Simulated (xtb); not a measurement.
xtb input (GFN1-xTB):

```bash
xtb mol.xyz --gfn 1 --sp --chrg -1 --uhf 0
```
mol.xyz:
```
4

Te    -0.00255578    -0.25072198     0.06810563
F      2.05783164    -0.11350713     0.01357017
F      0.01659338     1.62780796    -0.44217460
F     -2.05965827    -0.06568495     0.03510521
```

Output:

```
           -------------------------------------------------
          |                Calculation Setup                |
           -------------------------------------------------

           -------------------------------------------------
          |                 G F N 1 - x T B                 |
           -------------------------------------------------

        Reference                      10.1021/acs.jctc.7b00118
      * Hamiltonian:
        H0-scaling (s, p, d)           1.850000    2.250000    2.000000
        zeta-weighting                 0.000000
      * Dispersion:
        s8                             2.400000
        a1                             0.630000
        a2                             5.000000
        s9                             0.000000
      * Repulsion:
        kExp                           1.500000
        rExp                           1.000000
      * Coulomb:
        alpha                          2.000000
        third order                    atomic
        anisotropic                    false
      * Halogen bond correction:
        rad-scale                      1.300000
        damping                        0.440000

          ...................................................
          :                      SETUP                      :
          :.................................................:
          :  # basis functions                  22          :
          :  # atomic orbitals                  21          :
          :  # shells                            9          :
          :  # electrons                        28          :
          :  # halogen bonds                     0          :
          :  max. iterations                   250          :
          :  Hamiltonian                  GFN1-xTB          :
          :  restarted?                      false          :
          :  GBSA solvation                  false          :
          :  PC potential                    false          :
          :  electronic temp.          300.0000000     K    :
          :  accuracy                    1.0000000          :
          :  -> integral cutoff          0.2500000E+02      :
          :  -> integral neglect         0.1000000E-07      :
          :  -> SCF convergence          0.1000000E-05 Eh   :
          :  -> wf. convergence          0.2000000E-04 e    :
          :  Broyden damping             0.4000000          :
          :  net charge                         -1          :
          :  unpaired electrons                  0          :
          ...................................................

 iter      E             dE          RMSdq      gap      omega  full diag
   1    -19.4880174 -0.194880E+02  0.547E+00    2.85       0.0  T
   2    -19.4951725 -0.715511E-02  0.280E+00    2.84       1.0  T
   3    -19.4947856  0.386906E-03  0.975E-01    2.78       1.0  T
   4    -19.4955631 -0.777484E-03  0.768E-02    2.82       1.0  T
   5    -19.4955933 -0.302794E-04  0.773E-03    2.82       6.5  T
   6    -19.4955933  0.379228E-08  0.510E-03    2.82       9.8  T
   7    -19.4955934 -0.107911E-06  0.374E-05    2.82    1337.3  T
   8    -19.4955934 -0.625278E-11  0.614E-07    2.82   81393.3  T

   *** convergence criteria satisfied after 8 iterations ***

         #    Occupation            Energy/Eh            Energy/eV
      -------------------------------------------------------------
         1        2.0000           -0.9675379             -26.3280
       ...           ...                  ...                  ...
         8        2.0000           -0.3047316              -8.2922
         9        2.0000           -0.2846694              -7.7462
        10        2.0000           -0.2810342              -7.6473
        11        2.0000           -0.2788221              -7.5871
        12        2.0000           -0.2773085              -7.5459
        13        2.0000           -0.2588744              -7.0443
        14        2.0000           -0.1841218              -5.0102 (HOMO)
        15                         -0.0805592              -2.1921 (LUMO)
        16                          0.0038307               0.1042
        17                          0.1903958               5.1809
        18                          0.2115308               5.7560
        19                          0.2755625               7.4984
       ...                                ...                  ...
        21                          0.6822473              18.5649
      -------------------------------------------------------------
                  HL-Gap            0.1035626 Eh            2.8181 eV
             Fermi-level           -0.1323405 Eh           -3.6012 eV

 SCC (total)                   0 d,  0 h,  0 min,  0.003 sec
 SCC setup                      ...        0 min,  0.000 sec (  3.045%)
 Dispersion                     ...        0 min,  0.000 sec (  1.624%)
 classical contributions        ...        0 min,  0.000 sec (  0.621%)
 integral evaluation            ...        0 min,  0.001 sec ( 22.393%)
 iterations                     ...        0 min,  0.001 sec ( 40.607%)
 molecular gradient             ...        0 min,  0.001 sec ( 27.700%)
 printout                       ...        0 min,  0.000 sec (  3.710%)

         :::::::::::::::::::::::::::::::::::::::::::::::::::::
         ::                     SUMMARY                     ::
         :::::::::::::::::::::::::::::::::::::::::::::::::::::
         :: total energy             -19.493776934449 Eh    ::
         :: gradient norm              0.022351801565 Eh/a0 ::
         :: HOMO-LUMO gap              2.818082084983 eV    ::
         ::.................................................::
         :: SCC energy               -19.495593439240 Eh    ::
         :: -> electrostatic           0.208527989692 Eh    ::
         :: repulsion energy           0.002537882208 Eh    ::
         :: dispersion energy         -0.000721377418 Eh    ::
         :: halogen bond corr.         0.000000000000 Eh    ::
         :: add. restraining           0.000000000000 Eh    ::
         :: total charge              -1.000000000000 e     ::
         :::::::::::::::::::::::::::::::::::::::::::::::::::::

           -------------------------------------------------
          |                Property Printout                |
           -------------------------------------------------

    * Orbital Energies and Occupations

         #    Occupation            Energy/Eh            Energy/eV
      -------------------------------------------------------------
         1        2.0000           -0.9675379             -26.3280
         2        2.0000           -0.5927842             -16.1305
         3        2.0000           -0.5607616             -15.2591
         4        2.0000           -0.5489577             -14.9379
         5        2.0000           -0.3316043              -9.0234
         6        2.0000           -0.3284070              -8.9364
         7        2.0000           -0.3199789              -8.7071
         8        2.0000           -0.3047316              -8.2922
         9        2.0000           -0.2846694              -7.7462
        10        2.0000           -0.2810342              -7.6473
        11        2.0000           -0.2788221              -7.5871
        12        2.0000           -0.2773085              -7.5459
        13        2.0000           -0.2588744              -7.0443
        14        2.0000           -0.1841218              -5.0102 (HOMO)
        15                         -0.0805592              -2.1921 (LUMO)
        16                          0.0038307               0.1042
        17                          0.1903958               5.1809
        18                          0.2115308               5.7560
Note: The following floating-point exceptions are signalling: IEEE_UNDERFLOW_FLAG IEEE_DENORMAL
normal termination of xtb
        19                          0.2755625               7.4984
        20                          0.3117851               8.4841
        21                          0.6822473              18.5649
      -------------------------------------------------------------
                  HL-Gap            0.1035626 Eh            2.8181 eV
             Fermi-level           -0.1323405 Eh           -3.6012 eV

  Mulliken/CM5 charges         n(s)   n(p)   n(d)
     1Te    0.28711  0.37890   1.992  3.235  0.485
     2F    -0.47663 -0.50410   1.879  5.598  0.000
     3F    -0.33384 -0.37071   1.858  5.476  0.000
     4F    -0.47663 -0.50410   1.879  5.598  0.000

Wiberg/Mayer (AO) data.
largest (>0.10) Wiberg bond orders for each atom

 ---------------------------------------------------------------------------
     #   Z sym  total        # sym  WBO       # sym  WBO       # sym  WBO
 ---------------------------------------------------------------------------
     1  52 Te   2.590 --     3 F    0.991     2 F    0.799     4 F    0.799
     2   9 F    0.881 --     1 Te   0.799
     3   9 F    1.052 --     1 Te   0.991
     4   9 F    0.881 --     1 Te   0.799
 ---------------------------------------------------------------------------

Topologies differ in total number of bonds
Writing topology from bond orders to xtbtopo.mol

 dipole moment from electron density (au)
     X       Y       Z
  -0.0133  -1.3046   0.3544  total (Debye):    3.436

           -------------------------------------------------
          | TOTAL ENERGY              -19.493776934449 Eh   |
          | GRADIENT NORM               0.022351801565 Eh/α |
          | HOMO-LUMO GAP               2.818082084983 eV   |
           -------------------------------------------------

------------------------------------------------------------------------
------------------------------------------------------------------------
 total:
 SCF:
```
